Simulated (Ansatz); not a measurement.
A short molecular-dynamics run on BH₅O₂Sn (`O[BH][SnH2][OH]`).

```yaml
crystal:
  periodic: [false, false, false]
  atoms:
    - {symbol: O, position_ang: [-1.052920, 1.414008, -0.626221]}
    - {symbol: B, position_ang: [0.230533, 1.012083, -0.706304]}
    - {symbol: Sn, position_ang: [0.711299, -0.913010, 0.385916]}
    - {symbol: O, position_ang: [-0.957722, -1.537257, 1.250682]}
    - {symbol: H, position_ang: [-1.242019, 2.234154, -1.094127]}
    - {symbol: H, position_ang: [1.031651, 1.660891, -1.325333]}
    - {symbol: H, position_ang: [1.210904, -2.208538, -0.616519]}
    - {symbol: H, position_ang: [1.844093, -0.763344, 1.660890]}
    - {symbol: H, position_ang: [-1.687320, -0.945288, 1.053916]}
basis:
  gaussian: {orbitals: def2-SVP}
hamiltonian: {xc: {name: r2SCAN}}
md: {timestep: 2 fs, n_steps: 50, ensemble: nvt_nose_hoover, temperature: 1500, initial_velocities: maxwell_boltzmann, seed: 36}
```

```sh
$ ansatz run in.yaml --threads 4 --pin off --events-out ev --progress --plain --max-ram 10444MiB
```

| step | time (fs) | potential energy (eV) | kinetic (eV) | T (K) | conserved (eV) |
| --- | --- | --- | --- | --- | --- |
| 0 | 0.0 | -10679.5344 | 1.3572 | 1500 | -10678.1772 |
| 1 | 2.0 | -10679.1464 | 1.0780 | 1191 | -10678.0684 |
| 2 | 4.0 | -10679.1781 | 1.0269 | 1135 | -10678.1514 |
| 3 | 6.0 | -10678.9498 | 0.8349 | 923 | -10678.1155 |
| 4 | 8.0 | -10678.6522 | 0.5360 | 592 | -10678.1172 |
| 5 | 10.0 | -10678.5149 | 0.4226 | 467 | -10678.0938 |
| 6 | 12.0 | -10678.7329 | 0.5979 | 661 | -10678.1374 |
| 7 | 14.0 | -10678.7382 | 0.6142 | 679 | -10678.1278 |
| 8 | 16.0 | -10678.7558 | 0.6462 | 714 | -10678.1150 |
| 9 | 18.0 | -10678.9020 | 0.7664 | 847 | -10678.1432 |
| 10 | 20.0 | -10678.7548 | 0.6448 | 713 | -10678.1200 |
| 11 | 22.0 | -10678.6094 | 0.5330 | 589 | -10678.0885 |
| 12 | 24.0 | -10678.7886 | 0.6687 | 739 | -10678.1347 |
| 13 | 26.0 | -10678.8329 | 0.7076 | 782 | -10678.1434 |
| 14 | 28.0 | -10678.6148 | 0.5416 | 599 | -10678.0945 |
| 15 | 30.0 | -10678.7203 | 0.6166 | 681 | -10678.1283 |
| 16 | 32.0 | -10678.8254 | 0.7072 | 782 | -10678.1468 |
| 17 | 34.0 | -10678.6428 | 0.5703 | 630 | -10678.1054 |
| 18 | 36.0 | -10678.6969 | 0.6065 | 670 | -10678.1274 |
| 19 | 38.0 | -10678.7852 | 0.6994 | 773 | -10678.1277 |
| 20 | 40.0 | -10678.6655 | 0.5655 | 625 | -10678.1469 |
| 21 | 42.0 | -10678.4687 | 0.4335 | 479 | -10678.0864 |
| 22 | 44.0 | -10678.7190 | 0.6195 | 685 | -10678.1555 |
| 23 | 46.0 | -10678.5637 | 0.5371 | 594 | -10678.0881 |
| 24 | 48.0 | -10678.6447 | 0.6082 | 672 | -10678.1039 |
| 25 | 50.0 | -10678.8813 | 0.8473 | 936 | -10678.1090 |
| 26 | 52.0 | -10679.0803 | 0.9960 | 1101 | -10678.1695 |
| 27 | 54.0 | -10678.7629 | 0.8188 | 905 | -10678.0396 |
| 28 | 56.0 | -10679.0575 | 1.0133 | 1120 | -10678.1503 |
| 29 | 58.0 | -10678.9438 | 0.9585 | 1059 | -10678.1032 |
| 30 | 60.0 | -10678.7587 | 0.7824 | 865 | -10678.1048 |
| 31 | 62.0 | -10678.7078 | 0.7607 | 841 | -10678.0855 |
| 32 | 64.0 | -10678.8706 | 0.8907 | 984 | -10678.1291 |
| 33 | 66.0 | -10678.6615 | 0.7333 | 810 | -10678.0882 |
| 34 | 68.0 | -10678.7872 | 0.8418 | 930 | -10678.1162 |
| 35 | 70.0 | -10679.0335 | 1.0724 | 1185 | -10678.1454 |
| 36 | 72.0 | -10678.7375 | 0.8402 | 929 | -10678.0953 |
| 37 | 74.0 | -10678.5109 | 0.6420 | 710 | -10678.0778 |
| 38 | 76.0 | -10678.6137 | 0.7224 | 798 | -10678.1106 |
| 39 | 78.0 | -10678.6212 | 0.6994 | 773 | -10678.1520 |
| 40 | 80.0 | -10678.2775 | 0.4857 | 537 | -10678.0314 |
| 41 | 82.0 | -10678.6358 | 0.7452 | 824 | -10678.1403 |
| 42 | 84.0 | -10678.6387 | 0.7944 | 878 | -10678.1068 |
| 43 | 86.0 | -10678.5791 | 0.7611 | 841 | -10678.0937 |
| 44 | 88.0 | -10678.6762 | 0.8677 | 959 | -10678.0981 |
| 45 | 90.0 | -10678.7450 | 0.9173 | 1014 | -10678.1328 |
| 46 | 92.0 | -10678.3624 | 0.6002 | 663 | -10678.0806 |
| 47 | 94.0 | -10678.3593 | 0.5648 | 624 | -10678.1234 |
| 48 | 96.0 | -10678.4264 | 0.6446 | 712 | -10678.1216 |
| 49 | 98.0 | -10678.2164 | 0.4852 | 536 | -10678.0813 |
| 50 | 100.0 | -10678.2560 | 0.5246 | 580 | -10678.0908 |

Velocities are drawn at the set temperature; a run this short doesn't reach equilibrium.

Frames (Å, forces in eV/Å):

```xyz
9
time=0.0 fs
O    -1.053    1.414   -0.626   -0.083   -0.255    0.186
B     0.231    1.012   -0.706   -0.095   -0.091    0.083
Sn    0.711   -0.913    0.386    0.329    0.222   -0.237
O    -0.958   -1.537    1.251   -0.224   -0.428    0.346
H    -1.242    2.234   -1.094   -0.034    0.229   -0.138
H     1.032    1.661   -1.325    0.219    0.149   -0.151
H     1.211   -2.209   -0.617    0.045   -0.086   -0.071
H     1.844   -0.763    1.661    0.086    0.012    0.082
H    -1.687   -0.945    1.054   -0.243    0.249   -0.099
9
time=4.0 fs
O    -1.063    1.415   -0.612    0.357    0.758   -0.733
B     0.221    0.952   -0.733   -1.433    0.290    1.056
Sn    0.707   -0.915    0.387    1.337    0.702   -0.579
O    -0.938   -1.511    1.229   -1.857    0.313    0.253
H    -1.060    2.338   -0.987   -0.420   -1.170    0.546
H     0.938    1.784   -1.105    1.405    0.503   -0.806
H     1.368   -2.176   -0.459    0.190   -0.852   -0.582
H     1.929   -0.628    1.543    0.005    0.166    0.382
H    -1.614   -0.864    0.911    0.416   -0.710    0.461
9
time=8.0 fs
O    -1.070    1.419   -0.603    0.595   -1.126   -0.179
B     0.191    0.897   -0.744    0.776    3.438    0.187
Sn    0.706   -0.917    0.388    3.331   -0.435   -1.045
O    -0.933   -1.485    1.212   -1.473   -0.433    0.750
H    -0.932    2.339   -0.820   -0.611    0.732   -0.160
H     1.045    1.964   -1.015   -0.926   -2.323    0.063
H     1.544   -2.251   -0.376   -0.484    0.145    0.029
H     2.010   -0.470    1.477   -0.538    0.073    0.099
H    -1.527   -0.839    0.807   -0.670   -0.072    0.255
9
time=12.0 fs
O    -1.072    1.416   -0.595    0.352    0.807   -0.212
B     0.172    0.888   -0.752    0.754    2.089    0.498
Sn    0.708   -0.919    0.387    3.701   -0.704   -1.304
O    -0.942   -1.462    1.202   -2.053    0.043    0.465
H    -0.906    2.390   -0.671   -0.848   -0.951   -0.070
H     1.032    1.819   -0.925   -0.305   -1.187   -0.343
H     1.650   -2.312   -0.295   -0.831    0.623    0.281
H     2.012   -0.302    1.428   -0.689   -0.096    0.048
H    -1.539   -0.826    0.746   -0.081   -0.623    0.637
9
time=16.0 fs
O    -1.070    1.417   -0.590   -0.401   -0.274    0.135
B     0.158    0.903   -0.751   -1.818   -1.986    1.100
Sn    0.715   -0.922    0.385    1.930   -0.124   -1.213
O    -0.968   -1.442    1.198   -1.156   -0.518    0.817
H    -0.998    2.371   -0.533   -0.365    0.583   -0.335
H     1.030    1.549   -0.895    2.778    2.390   -1.040
H     1.636   -2.287   -0.174   -0.399    0.042    0.061
H     1.914   -0.146    1.391   -0.330   -0.069    0.320
H    -1.604   -0.867    0.750   -0.239   -0.045    0.156
9
time=20.0 fs
O    -1.073    1.417   -0.584   -1.022    1.404    0.522
B     0.132    0.901   -0.738    3.363    0.483   -0.267
Sn    0.724   -0.925    0.381   -0.370    0.890   -0.471
O    -1.005   -1.428    1.202   -0.795   -0.278    0.456
H    -1.140    2.396   -0.453    0.136   -0.952   -0.618
H     1.296    1.532   -0.994   -2.119   -0.277    0.044
H     1.566   -2.263   -0.046    0.430   -1.031   -0.298
H     1.764    0.000    1.401   -0.024   -0.058    0.430
H    -1.708   -0.905    0.772    0.402   -0.181    0.200
9
time=24.0 fs
O    -1.084    1.426   -0.573    0.199   -1.122    0.277
B     0.148    0.904   -0.728    1.994    1.122   -0.712
Sn    0.733   -0.927    0.377   -1.067    0.285    0.167
O    -1.047   -1.417    1.212    0.077   -0.293    0.238
H    -1.277    2.352   -0.454    0.277    0.724   -0.410
H     1.290    1.498   -1.096   -2.059   -0.184    0.330
H     1.548   -2.372    0.046    0.087   -0.130   -0.009
H     1.607    0.133    1.472    0.015   -0.407    0.141
H    -1.795   -0.948    0.804    0.477    0.003   -0.020
9
time=28.0 fs
O    -1.093    1.426   -0.559    0.853   -0.560    0.464
B     0.188    0.920   -0.726   -4.059   -0.667    0.891
Sn    0.741   -0.928    0.372   -1.385   -0.440    0.843
O    -1.086   -1.411    1.226    0.948   -0.305    0.006
H    -1.358    2.373   -0.521    0.833   -0.769   -0.480
H     1.024    1.462   -1.168    2.738    2.284   -1.509
H     1.543   -2.503    0.134   -0.322    0.955    0.144
H     1.452    0.206    1.566    0.131   -0.694   -0.123
H    -1.840   -0.968    0.815    0.264    0.194   -0.237
9
time=32.0 fs
O    -1.095    1.418   -0.540    1.007   -1.434    0.588
B     0.186    0.936   -0.720   -0.520    1.976   -1.796
Sn    0.747   -0.930    0.369   -1.964    0.001    1.458
O    -1.116   -1.408    1.240    0.644    0.242   -0.765
H    -1.335    2.341   -0.666    0.431    0.170   -0.358
H     1.008    1.670   -1.390   -0.672   -0.794    0.924
H     1.496   -2.501    0.240   -0.078    0.689   -0.084
H     1.318    0.176    1.644    0.355   -0.631   -0.140
H    -1.858   -0.952    0.783    0.797   -0.219    0.173
9
time=36.0 fs
O    -1.087    1.397   -0.516   -0.033    0.661   -0.032
B     0.173    0.976   -0.734    1.106    1.363   -2.191
Sn    0.750   -0.933    0.368   -2.831    1.442    1.453
O    -1.137   -1.404    1.248    1.527   -0.055   -0.642
H    -1.247    2.315   -0.850    0.142   -1.000    0.320
H     0.946    1.802   -1.509   -1.005   -1.546    1.497
H     1.442   -2.408    0.334    0.661   -0.854   -0.337
H     1.237    0.052    1.704    0.586   -0.198    0.145
H    -1.812   -0.937    0.747   -0.154    0.187   -0.212
9
time=40.0 fs
O    -1.078    1.380   -0.491   -0.341    0.305   -0.208
B     0.174    1.032   -0.778   -0.484   -3.036    1.396
Sn    0.750   -0.933    0.368   -2.391    1.161    1.304
O    -1.143   -1.401    1.251    0.671    0.751   -1.623
H    -1.146    2.189   -1.016   -0.924    0.388    0.298
H     0.756    1.727   -1.429    1.921    1.446   -1.554
H     1.478   -2.423    0.379    0.435   -0.538   -0.435
H     1.244   -0.104    1.785    0.600    0.059    0.199
H    -1.777   -0.898    0.681    0.513   -0.537    0.622
9
time=44.0 fs
O    -1.073    1.366   -0.469   -0.495    1.143   -1.284
B     0.171    1.052   -0.807    1.451   -1.504    0.233
Sn    0.747   -0.932    0.370   -1.042   -0.052    1.834
O    -1.140   -1.394    1.241    1.631    0.055   -0.819
H    -1.178    2.105   -1.120   -0.982   -0.172    1.058
H     0.800    1.814   -1.529    0.134   -0.411    0.105
H     1.576   -2.512    0.358   -0.365    0.779   -0.494
H     1.340   -0.257    1.889    0.266   -0.042   -0.424
H    -1.722   -0.898    0.662   -0.598    0.204   -0.209
9
time=48.0 fs
O    -1.071    1.360   -0.457    0.233   -0.003   -0.917
B     0.184    1.046   -0.828    1.615    0.455   -0.790
Sn    0.742   -0.931    0.375   -0.285   -0.108    1.870
O    -1.121   -1.384    1.221    0.335    0.832   -1.638
H    -1.364    2.026   -1.099   -0.430    0.392    0.423
H     0.909    1.892   -1.662   -1.339   -1.775    1.499
H     1.625   -2.496    0.261   -0.560    0.806   -0.496
H     1.477   -0.416    1.932   -0.086    0.033   -0.743
H    -1.739   -0.880    0.627    0.517   -0.631    0.792
9
time=52.0 fs
O    -1.068    1.355   -0.454    0.339    0.008   -1.303
B     0.218    1.045   -0.859   -1.822   -0.917    1.611
Sn    0.737   -0.930    0.382   -0.319    0.968    1.045
O    -1.096   -1.371    1.190    1.083   -0.315   -0.148
H    -1.600    1.992   -1.003    1.020   -0.445    0.738
H     0.836    1.722   -1.590    0.512    0.381   -0.699
H     1.594   -2.368    0.086   -0.129   -0.298   -0.585
H     1.606   -0.570    1.870   -0.151    0.246   -0.305
H    -1.735   -0.907    0.652   -0.534    0.371   -0.352
9
time=56.0 fs
O    -1.059    1.348   -0.462    1.234   -1.243    0.073
B     0.226    1.028   -0.865   -2.096   -0.814    1.579
Sn    0.731   -0.927    0.390    0.005    1.414   -0.183
O    -1.062   -1.358    1.155   -1.192    0.299   -0.585
H    -1.729    1.930   -0.821    0.387    0.675   -0.532
H     0.859    1.622   -1.648    0.469    0.579   -0.754
H     1.541   -2.277   -0.182   -0.009   -0.677   -0.590
H     1.715   -0.689    1.762    0.042    0.291    0.358
H    -1.788   -0.900    0.650    1.161   -0.524    0.634
9
time=60.0 fs
O    -1.042    1.330   -0.469   -0.743   -0.161    0.318
B     0.203    0.998   -0.848    1.098    0.781   -1.460
Sn    0.726   -0.923    0.399    1.605    0.403   -1.500
O    -1.033   -1.346    1.119    0.002   -1.218    1.286
H    -1.768    1.942   -0.706    1.166   -0.036   -0.403
H     0.967    1.631   -1.835   -1.588   -1.047    1.862
H     1.478   -2.272   -0.532   -0.592    0.481    0.361
H     1.829   -0.768    1.699   -0.115    0.070    0.248
H    -1.750   -0.918    0.682   -0.833    0.727   -0.713
9
time=64.0 fs
O    -1.028    1.309   -0.474   -1.199   -0.325    1.032
B     0.194    0.977   -0.849    1.174   -0.317   -0.430
Sn    0.722   -0.918    0.405    2.769    0.324   -2.391
O    -1.009   -1.343    1.091   -3.176   -0.107    0.445
H    -1.674    1.991   -0.661    0.348    0.504   -0.736
H     0.854    1.495   -1.766   -0.422   -0.045    0.478
H     1.330   -2.203   -0.834   -0.528    0.735    1.078
H     1.924   -0.837    1.672   -0.449   -0.122   -0.116
H    -1.770   -0.865    0.650    1.483   -0.647    0.640
9
time=68.0 fs
O    -1.025    1.285   -0.469   -2.003    1.143    0.794
B     0.196    0.947   -0.848   -0.709   -1.880    2.641
Sn    0.722   -0.913    0.409    2.637    0.606   -2.472
O    -1.007   -1.345    1.071   -0.781   -1.832    2.022
H    -1.522    2.098   -0.724    0.761   -0.764   -0.381
H     0.726    1.390   -1.699    1.814    1.627   -2.647
H     1.102   -2.028   -0.982   -0.060    0.158    0.952
H     1.955   -0.923    1.630   -0.390   -0.169   -0.102
H    -1.676   -0.846    0.653   -1.270    1.110   -0.807
9
time=72.0 fs
O    -1.040    1.269   -0.456   -0.460    1.163   -0.104
B     0.194    0.897   -0.820    1.624    0.874   -1.481
Sn    0.726   -0.907    0.409    1.613    0.827   -1.460
O    -1.020   -1.360    1.066   -3.014    0.649    0.131
H    -1.269    2.128   -0.857   -0.403   -0.388   -0.121
H     0.802    1.469   -1.916   -0.992   -0.909    2.025
H     0.862   -1.832   -0.998    0.441   -0.930   -0.256
H     1.931   -1.037    1.576    0.088   -0.142    0.235
H    -1.661   -0.733    0.600    1.103   -1.145    1.029
9
time=76.0 fs
O    -1.059    1.265   -0.444    1.373    1.403   -1.496
B     0.212    0.856   -0.810    0.049    1.326   -0.501
Sn    0.731   -0.900    0.407    0.680    0.035   -0.787
O    -1.057   -1.374    1.066    0.244   -1.214    1.355
H    -1.079    2.088   -0.999   -1.149   -0.718    0.616
H     0.753    1.432   -1.868   -0.562   -0.849    1.543
H     0.682   -1.765   -1.042    0.553   -1.003   -0.416
H     1.917   -1.174    1.553    0.216   -0.158    0.219
H    -1.571   -0.715    0.642   -1.403    1.177   -0.535
9
time=80.0 fs
O    -1.066    1.272   -0.444    2.128   -0.359   -0.838
B     0.228    0.830   -0.800   -3.368   -1.063    4.868
Sn    0.737   -0.892    0.405   -0.058   -1.540   -0.789
O    -1.097   -1.394    1.075   -0.685    1.754   -0.459
H    -1.056    1.983   -1.089   -1.396    0.702   -0.169
H     0.652    1.302   -1.651    2.411    2.022   -3.984
H     0.585   -1.842   -1.137    0.638   -0.074    0.673
H     1.929   -1.336    1.559   -0.194    0.035   -0.263
H    -1.603   -0.616    0.669    0.524   -1.478    0.960
9
time=84.0 fs
O    -1.053    1.277   -0.454    0.875    0.603   -1.509
B     0.209    0.801   -0.744   -0.248    3.024   -1.851
Sn    0.744   -0.887    0.401   -0.704   -3.036   -0.113
O    -1.140   -1.402    1.083    1.815   -0.785    0.528
H    -1.230    1.945   -1.171   -0.300   -0.760    1.071
H     0.795    1.349   -1.802   -0.609   -1.013    1.591
H     0.583   -1.936   -1.139    0.612    0.439    0.971
H     1.916   -1.493    1.528   -0.325    0.304   -0.369
H    -1.620   -0.648    0.791   -1.116    1.224   -0.319
9
time=88.0 fs
O    -1.032    1.286   -0.475   -1.003   -0.174    0.544
B     0.183    0.811   -0.707    1.641    2.739   -3.040
Sn    0.750   -0.885    0.397   -1.559   -2.720    0.520
O    -1.171   -1.413    1.093    0.176    1.829   -0.389
H    -1.473    1.831   -1.136    0.228    0.223   -0.204
H     0.881    1.281   -1.779   -1.105   -0.878    1.770
H     0.675   -1.972   -1.002    0.381    0.177    0.217
H     1.857   -1.610    1.447    0.130    0.264    0.194
H    -1.740   -0.596    0.913    1.111   -1.461    0.388
9
time=92.0 fs
O    -1.021    1.296   -0.494   -3.048    0.607    0.514
B     0.178    0.857   -0.707   -0.454   -0.382    1.802
Sn    0.753   -0.887    0.394   -2.139   -1.135    1.654
O    -1.196   -1.412    1.102    2.374   -1.136   -0.184
H    -1.662    1.727   -1.100    1.136   -0.075    0.188
H     0.832    1.096   -1.532    2.301    1.265   -3.427
H     0.826   -1.990   -0.838    0.112   -0.723   -1.169
H     1.817   -1.690    1.394    0.439    0.165    0.709
H    -1.763   -0.663    1.066   -0.721    1.413   -0.087
9
time=96.0 fs
O    -1.036    1.309   -0.506   -1.593    0.129    1.131
B     0.177    0.904   -0.697    2.680   -0.354   -1.683
Sn    0.754   -0.891    0.393   -1.640   -1.820    1.497
O    -1.204   -1.415    1.108    0.284    1.418   -0.168
H    -1.731    1.632   -1.071    0.097    0.582   -0.753
H     1.009    1.047   -1.640   -1.128    0.608    0.403
H     0.997   -2.096   -0.823   -0.184    0.126   -0.434
H     1.835   -1.738    1.439   -0.025    0.591    0.325
H    -1.819   -0.622    1.223    1.509   -1.279   -0.318
9
time=100.0 fs
O    -1.067    1.325   -0.510   -0.032   -0.174    0.048
B     0.206    0.947   -0.705    1.188    0.048   -2.352
Sn    0.753   -0.897    0.394   -1.078   -2.409    0.953
O    -1.204   -1.412    1.113    2.510   -1.417   -0.940
H    -1.758    1.615   -1.134    0.925    0.215   -0.019
H     1.083    1.103   -1.760   -1.978    0.377    1.676
H     1.142   -2.188   -0.878   -0.524    0.987    0.483
H     1.852   -1.700    1.535   -0.364    0.802   -0.122
H    -1.729   -0.670    1.341   -0.645    1.570    0.274
```

It took 61 s on 4 threads of an Intel Xeon Platinum 8375C on a shared host, with 0.17 GiB of host memory at the peak.
